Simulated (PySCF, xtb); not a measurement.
chloro(chlorosilyloxy)silane (Cl₂H₄OSi₂), SMILES Cl[SiH2]O[SiH2]Cl. One conformer was computed; it need not be the lowest.

Harmonic wavenumbers (cm⁻¹) from GFN2-xTB in xtb 6.7.1 at its own minimum, in rising order: 15, 39, 62, 163, 238, 489, 501, 511, 523, 586, 612, 614, 717, 740, 770, 789, 1098, 2310, 2312, 2336, 2339.

Q: What does PBE-D3(BJ)/def2-SVP run with PySCF 2.14.0 give at its own minimum? (Estimate from the structure and the level; the computed values follow.)

A: 28, 48, 64, 241, 280, 519, 534, 605, 611, 635, 701, 707, 850, 899, 925, 938, 1047, 2204, 2206, 2221, 2222. Paired by order, the mean absolute difference is 82 cm⁻¹ and the zero-point energies are 25.4 and 26.4 kcal/mol.
